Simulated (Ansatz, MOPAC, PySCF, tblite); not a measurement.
Bond stretch in MgH, doublet.

Levels of theory: GFN2-xTB, 300 K electronic temperature (tblite); PM7, unrestricted, heats of formation (MOPAC); UKS-B3LYP/6-311+G** = PySCF with unrestricted B3LYP/6-311+G**, spherical d; FCI = full CI/aug-cc-pVDZ, frozen core in Ansatz (a program for electronic structure).

Energies relative to the lowest point of each curve near equilibrium, in eV; the last columns give the difference from FCI:

```tsv
R / Å	GFN2-xTB	PM7	UKS-B3LYP/6-311+G**	FCI	GFN2-xTB − FCI	PM7 − FCI	UKS-B3LYP/6-311+G** − FCI
1.30	1.228	2.229	1.393	1.446	-0.218	0.783	-0.053
1.40	0.633	1.065	0.723	0.757	-0.124	0.309	-0.034
1.48	0.357	0.489	0.381	0.405	-0.048	0.084	-0.023
1.56	0.187	0.156	0.167	0.182	0.005	-0.026	-0.014
1.64	0.085	0.014	0.049	0.056	0.029	-0.042	-0.007
1.68	0.052	0.000	0.018	0.022	0.030	-0.022	-0.004
1.74	0.019	0.038	0.000	0.000	0.019	0.038	0.000
1.77	0.009	0.080	0.002	0.000	0.009	0.080	0.001
1.85	0.000	0.250	0.033	0.030	-0.030	0.220	0.004
1.90	0.004	0.392	0.070	0.065	-0.061	0.326	0.004
1.98	0.023	0.659	0.147	0.143	-0.120	0.516	0.004
2.17	0.101	1.380	0.381	0.384	-0.283	0.996	-0.003
2.39	0.272	2.043	0.667	0.684	-0.413	1.359	-0.018
2.62	0.499	—	0.919	0.948	-0.449	—	-0.028
2.91	0.827	—	1.143	1.153	-0.325	—	-0.009
3.10	1.056	—	1.240	1.220	-0.164	—	0.020
3.46	1.487	—	1.348	1.272	0.216	—	0.076
3.81	1.871	—	1.395	1.285	0.586	—	0.109
4.29	2.283	—	1.416	1.290	0.993	—	0.126
4.75	2.539	—	1.421	1.292	1.247	—	0.130
5.24	2.697	—	1.423	1.293	1.404	—	0.130
6.03	2.812	—	1.423	1.294	1.518	—	0.129
6.95	2.860	—	1.423	1.295	1.565	—	0.129
```

GFN2-xTB is furthest from FCI at 6.95 (1.565 eV, above); its mean absolute difference over the points is 0.429 eV.

PM7 is furthest from FCI at 2.39 (1.359 eV, above); its mean absolute difference over the points is 0.369 eV.

UKS-B3LYP/6-311+G** is furthest from FCI at 5.24 (0.130 eV, above); its mean absolute difference over the points is 0.046 eV.

Dashes: no converged value, or the column stops at the first point that the program doubted or that broke a chosen test of continuity, which isn't proof of a fault.
